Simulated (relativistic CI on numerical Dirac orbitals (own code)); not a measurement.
Calculated levels, Hf⁵³⁺

Method of calculation: Dirac-Coulomb-Breit CI, orbitals from a KLI potential per configuration, QED by a radiative potential, unscaled Slater integrals (own radial code, finite nucleus).

CI space (outside the closed core [Ne]): 3s2 3p6 3d, 3s2 3p5 3d2, 3s 3p6 3d2, 3s2 3p6 4s, 3s2 3p6 4p, 3s2 3p6 4d, 3s2 3p5 3d 4s, 3s2 3p6 4f, 3s2 3p5 3d 4p, 3p6 3d3, 3p5 3d4, 3p5 3d3 4s. Double excitations out of closed p, d and f shells are left out; levels of such configurations are missing from the list, as are those of other unlisted configurations, and high levels can miss mixing partners. These lack a partner that the ground configuration has and come out too high: 3s2 3p5 3d 4p.

The lowest level is 3s2 3p6 3d 2D_3/2, with 100 % of that term; Hund's rules for 3s2 3p6 3d give 2D with J = 3/2, in agreement.

```tsv
No.	Configuration	Term	J	E (eV)	%	Next component (%)	Lifetime (s)	jj configuration (%)
1	3s2 3p6 3d	2D	3/2	0.000	100			3d3/2 (100)
2	3s2 3p6 3d	2D	5/2	68.023	100		5.68e-07	3d5/2 (100)
3	3s2 3p5 3d2	4D°	3/2	243.700	41	26 4F°	4.21e-10	3p3/2^3 3d3/2^2 (98)
4	3s2 3p5 3d2	4D°	1/2	245.109	83	15 2P°	1.12e-10	3p3/2^3 3d3/2^2 (93)
5	3s2 3p5 3d2	4F°	5/2	250.568	35	23 2D°	1.96e-10	3p3/2^3 3d3/2^2 (97)
6	3s2 3p5 3d2	2G°	7/2	253.265	35	31 4G°	1.13e-07	3p3/2^3 3d3/2^2 (99)
7	3s2 3p5 3d2	2P°	3/2	274.968	30	24 4P°	1.43e-09	3p3/2^3 3d3/2^2 (96)
8	3s2 3p5 3d2	4D°	5/2	306.121	50	21 2F°	2.71e-08	3p3/2^3 3d3/2 3d5/2 (99)
9	3s2 3p5 3d2	4G°	9/2	310.707	70	19 2G°	5.18e-07	3p3/2^3 3d3/2 3d5/2 (100)
10	3s2 3p5 3d2	4F°	7/2	313.492	46	32 4D°	1.14e-10	3p3/2^3 3d3/2 3d5/2 (97)
11	3s2 3p5 3d2	4D°	3/2	317.338	46	34 2D°	4.99e-11	3p3/2^3 3d3/2 3d5/2 (96)
12	3s2 3p5 3d2	4P°	5/2	319.362	42	30 2F°	1.75e-10	3p3/2^3 3d3/2 3d5/2 (98)
13	3s2 3p5 3d2	2H°	11/2	321.306	66	34 4G°	1.99e-04	3p3/2^3 3d3/2 3d5/2 (98)
14	3s2 3p5 3d2	2G°	7/2	322.703	42	31 2F°	9.35e-10	3p3/2^3 3d3/2 3d5/2 (99)
15	3s2 3p5 3d2	4P°	1/2	329.143	32	31 2S°	5.25e-09	3p3/2^3 3d3/2 3d5/2 (99)
16	3s2 3p5 3d2	2F°	7/2	333.288	38	27 4D°	1.24e-09	3p3/2^3 3d3/2 3d5/2 (97)
17	3s2 3p5 3d2	4D°	5/2	335.239	47	39 2D°	2.00e-10	3p3/2^3 3d3/2 3d5/2 (99)
18	3s2 3p5 3d2	2G°	9/2	338.314	60	21 4F°	8.03e-06	3p3/2^3 3d3/2 3d5/2 (97)
19	3s2 3p5 3d2	4S°	3/2	338.395	34	31 2D°	8.28e-10	3p3/2^3 3d3/2 3d5/2 (98)
20	3s2 3p5 3d2	2D°	3/2	356.047	42	27 4F°	1.32e-12	3p3/2^3 3d3/2 3d5/2 (94)
21	3s2 3p5 3d2	2F°	5/2	364.048	80	9 2D°	9.21e-13	3p3/2^3 3d3/2 3d5/2 (95)
22	3s2 3p5 3d2	2P°	1/2	370.763	73	20 4D°	8.59e-13	3p3/2^3 3d3/2 3d5/2 (90)
23	3s2 3p5 3d2	4G°	11/2	379.253	66	34 2H°	3.41e-07	3p3/2^3 3d5/2^2 (98)
24	3s2 3p5 3d2	2D°	5/2	386.352	51	21 2F°	1.76e-10	3p3/2^3 3d5/2^2 (99)
25	3s2 3p5 3d2	2G°	9/2	389.761	45	44 4F°	2.76e-07	3p3/2^3 3d5/2^2 (97)
26	3s2 3p5 3d2	2F°	7/2	392.543	51	39 4D°	1.04e-11	3p3/2^3 3d5/2^2 (98)
27	3s2 3p5 3d2	2P°	1/2	399.697	57	28 2S°	3.74e-11	3p3/2^3 3d5/2^2 (97)
28	3s2 3p5 3d2	2F°	7/2	415.266	42	30 4D°	2.81e-12	3p3/2^3 3d5/2^2 (95)
29	3s2 3p5 3d2	2P°	3/2	423.120	53	27 2D°	2.67e-11	3p3/2^3 3d5/2^2 (99)
30	3s2 3p5 3d2	2D°	5/2	432.253	52	16 4D°	8.57e-13	3p3/2^3 3d5/2^2 (93)
```

Energies count from the lowest computed level; ° marks odd parity; lifetimes are radiative, by E1, M1, E2, M2, E3 decay to levels of this space only. Filled j subshells are mostly left out of the jj labels.

The mean weight of the leading LS term, summed over parents, in these 30 levels is 54 %, and that of the leading jj configuration (from the same eigenvectors) 97 %, so jj coupling describes them better and the LS labels are nominal.

At this charge energies of transitions that change n are usually good to better than 1 %, and those within a shell (Δn = 0) to a few per cent.

LS names give the leading component of a level, which can be under half, so a name can repeat, a term be missing and a line seem to break the LS rules.
